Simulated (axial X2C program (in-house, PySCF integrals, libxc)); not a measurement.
**AlPt: cheaper levels and CCSD(T), two-component**

All values were computed with an axial X2C code built on PySCF integrals. Two-component (2c) means X2C with spin–orbit coupling and atomic mean-field two-electron Coulomb and Gaunt terms. Basis: Pt dyall-cv3z [13s14p9d6f4g], Al dyall-v3z [8s8p2d1f] (cores contracted in-house); Gaussian nuclei, density fitting, unrestricted open shells. Masses: Pt 194.965 u, Al 26.982 u.

State: Ω = 5/2 (⟨Sz⟩ = 0.50, ⟨Lz⟩ = 2.00 at HF); fragments Pt + Al.

| level | Re (Å) | ωe (cm⁻¹) | De (eV) |
| --- | --- | --- | --- |
| PBE0 | 2.352 | 340.1 | 3.50 |
| HF | 2.422 | 294.9 | 1.69 |
| MP2 | 2.314 | 377.2 | 3.81 |
| CCSD | 2.359 | 342.1 | 3.46 |
| PBE50 | 2.350 | 337.8 | 3.13 |

Correlated methods: 13 electrons correlated (number of frozen shells: Pt 5 s, 4 p, 2 d, 1 f; Al 2 s, 1 p), 263 virtual spin orbitals or spinors in MP2, 90 natural virtuals in coupled cluster.

CCSD(T), same Hamiltonian and basis:

Re = 2.356 Å, ωe = 347.2 cm⁻¹, De = 3.65 eV; T1 = 0.034 (Lee–Taylor normalisation).

Task: Give the differences from CCSD(T) in the columns below.

Result: 

```csv
level,ΔRe (Å),Δωe (cm⁻¹),ΔDe (eV)
PBE0,-0.004,-7,-0.15
HF,0.066,-52,-1.96
MP2,-0.042,30,0.16
CCSD,0.003,-5,-0.19
PBE50,-0.006,-9,-0.52
```

De is counted from the lowest determinant-based energies of the atoms at the same level, without counterpoise correction. Density functionals use the spin component along the axis (collinear). CCSD and (T) use frozen natural virtuals with an MP2 correction for the truncation; (T) itself is uncorrected, so its De runs slightly low. The 2c atoms are single determinants rather than J levels; their spin–orbit lowering is only partly caught, and De is too large by that part. This holds for PBE0, MP2, CCSD, PBE50, CCSD(T). The functionals have no current-density term, which raises determinants with orbital currents, atoms included. The state is one determinant with fixed occupations, lowest in a PBE0 search at one distance only: followed along the bond, the 2c determinant Ω = 1/2 reaches 0.12 eV lower at PBE0, at Re = 2.197 Å, so the state shown is not the lowest. Some points did not converge and are left out. The determinant is spin-polarised beyond a pure state at some levels (its spin-free form has ⟨S²⟩ too high), which makes Re and μ there less reliable. The lowest spin-free determinant has another configuration (M_S = 1/2, Λ = 0), so the order of states is uncertain and this need not be the ground state.
